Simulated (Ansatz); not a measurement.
Calculation: frozen-core CCSD(T)/cc-pVDZ // PBE0-D3(BJ)/def2-SVP (Ansatz, an electronic-structure program). The restricted HF reference is unstable towards unrestricted orbitals.

Ansatz 0.2 input:
```yaml
crystal:
  periodic: [false, false, false]
  atoms:
    - { symbol: Si, position_ang: [3.668547, -0.623322, 0.089253] }
    - { symbol: C, position_ang: [1.813497, -0.391124, 0.167019] }
    - { symbol: C, position_ang: [1.045734, 0.322216, -0.715105] }
    - { symbol: C, position_ang: [-0.352065, 0.319703, -0.393534] }
    - { symbol: C, position_ang: [-1.419359, 0.938781, -1.067918] }
    - { symbol: C, position_ang: [-2.699929, 0.794288, -0.562768] }
    - { symbol: Cl, position_ang: [-4.031386, 1.548807, -1.37764] }
    - { symbol: C, position_ang: [-2.956023, 0.047324, 0.60203] }
    - { symbol: C, position_ang: [-1.914617, -0.568107, 1.276915] }
    - { symbol: C, position_ang: [-0.615056, -0.430676, 0.777814] }
    - { symbol: S, position_ang: [0.846909, -1.097262, 1.432778] }
    - { symbol: H, position_ang: [4.014882, -2.071361, -0.025714] }
    - { symbol: H, position_ang: [4.158901, 0.112474, -1.112185] }
    - { symbol: H, position_ang: [4.320426, -0.080547, 1.31825] }
    - { symbol: H, position_ang: [1.459914, 0.842904, -1.580573] }
    - { symbol: H, position_ang: [-1.247224, 1.523328, -1.972992] }
    - { symbol: H, position_ang: [-3.98159, -0.03938, 0.963647] }
    - { symbol: H, position_ang: [-2.111564, -1.148045, 2.180725] }
basis:
  gaussian: { orbitals: cc-pVDZ }
correlation:
  method: ccsd_t
```

Output:

```
Functional definition: HF
1929 factors; integrals over basis functions are off by at most 1.0e-3 eV
mean field evaluation 1: about -39533.0696 eV, gradient 3.6e1 eV
mean field evaluation 2: about -39533.5424 eV, gradient 3.6e1 eV
mean field evaluation 4: about -39538.1687 eV, gradient 6.7e0 eV
mean field evaluation 8: about -39538.3251 eV, gradient 4.8e-1 eV
mean field evaluation 16: about -39533.0682 eV, gradient 3.6e1 eV
mean field -39538.32737984 eV, -1453.0067311682 hartree, gradient 2.1e-6 eV, S^2 0.000000; 0 other end points of the search recorded, 0 dependent functions left out; unrestricted orbitals would lower it
23 core orbitals not correlated
reference -39538.32737984 eV, -1453.0067311682 hartree; 28, 28 occupied and 150, 150 virtual orbitals, 1929 factors
second order -38.31998901 eV of doubles, -0.00000000 eV of singles
cycle   1  -38.56915095 eV  change   -2.5e-1 eV  update   1.7e-1
cycle   2  -39.76602201 eV  change    -1.2e0 eV  update   5.4e-2
cycle   3  -40.03644956 eV  change   -2.7e-1 eV  update   2.5e-2
cycle   4  -40.03333480 eV  change    3.1e-3 eV  update   7.0e-3
cycle   5  -40.03422527 eV  change   -8.9e-4 eV  update   3.9e-3
cycle   6  -40.03560840 eV  change   -1.4e-3 eV  update   1.2e-3
cycle   7  -40.03480384 eV  change    8.0e-4 eV  update   6.7e-4
cycle   8  -40.03472246 eV  change    8.1e-5 eV  update   3.0e-4
cycle   9  -40.03478842 eV  change   -6.6e-5 eV  update   1.3e-4
cycle  10  -40.03473792 eV  change    5.0e-5 eV  update   4.3e-5
perturbative correction -1.81137691 eV, -0.0665668736 hartree
Total energy: -39580.17349467 eV, -1454.5445475240 hartree
```

Cost: around 8 core-minutes (rough).
